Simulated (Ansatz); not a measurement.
# VF, quintet: energies of several shapes or isomers

Calculated in Ansatz's Gaussian-basis code. Basis def2-SVP, nonrelativistic, 6 orbitals frozen in the corrections; active space CAS(12,10). Restricted Hartree–Fock, then the lowest state-specific CASSCF solution met for each case. Small basis; these aren't basis-limit values. Single-reference values can break down or jump between states where bonds are stretched. Unlike active orbitals can shift such differences by tenths of an eV, at times by over 1 eV. The orbital stability of a CASSCF solution shown is undecided.

Case A: bond length 3.5520 Å. A bond is stretched, to 1.69 times the sum of the covalent radii.

Case B: bond length 1.7760 Å.

Energy less that of case A, in eV:

```
case  RHF/ROHF  CASSCF
   B    -3.996  -4.048
```

(1) What does SC-NEVPT2 give for these differences?

## Answers

(1) B: -4.499 eV (-103.7 kcal/mol).
